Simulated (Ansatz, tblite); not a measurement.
Isomers of Li3PS4 (singlet), found by a short tight-binding search and relaxed with r2SCAN-D4/def2-SVP in Ansatz.

The xTB rows come from tblite. Correlated methods freeze 25 core orbitals; core or outer-core shells of Li are correlated, in sets that lack core-valence functions.

Other spin states weren't relaxed.

A:

```xyz
8

Li   -2.153   -0.323   -0.314
Li    1.189    1.621    0.895
Li    0.539    0.077   -1.615
P     0.525   -1.372    0.754
S     2.199   -0.309    0.025
S    -0.562   -1.915   -0.974
S    -0.914    1.733   -0.260
S    -0.822    0.487    1.490
```

B:

```csv
atom,x (Å),y (Å),z (Å)
Li1,0.041,-0.499,-1.131
Li2,-0.556,-0.928,1.664
Li3,-3.281,-2.135,-0.646
P4,1.575,2.010,0.611
S5,0.451,1.184,2.043
S6,-1.227,-2.043,-0.121
S7,2.305,0.551,-0.938
S8,0.691,1.860,-1.483
```

C:

Cartesian coordinates in Å:
```
Li 0.339 -2.406 0.150
Li 1.286 0.695 -1.946
Li 1.199 0.922 1.907
P -0.715 0.200 -0.028
S -1.742 -1.552 0.065
S -0.979 1.394 1.596
S -0.908 1.172 -1.803
S 1.519 -0.424 0.059
```

Question: Estimate their order by electronic energy at CCSD(T)/def2-TZVP, counted from the lowest.

Answer: C (0.0) < A (3.3) < B (41.1), in kcal/mol.

Question: Do the other levels pick the same lowest one?

Answer: Not LDA (SPW92)/def2-TZVP. Energies above each level's lowest (kcal/mol):

```tsv
level	A	B	C
GFN1-xTB	23.5	40.7	0.0
GFN2-xTB	19.6	40.8	0.0
HF/def2-TZVP	9.3	44.3	0.0
LDA (SPW92)/def2-TZVP	0.0	44.3	0.5
PBE-D4/def2-TZVP	0.6	40.1	0.0
r2SCAN-D4/def2-TZVP	3.4	43.8	0.0
B97M-V/def2-TZVP	4.9	42.1	0.0
PBE0-D4/def2-TZVP	4.3	45.2	0.0
MP2/def2-TZVP	7.3	45.4	0.0
CCSD/def2-TZVP	4.6	42.2	0.0
CCSD(T)/def2-TZVP	3.3	41.1	0.0
```
Point groups (tolerance 0.1 Å): A Cs, B not assigned, C Cs. Lower isomers may exist.
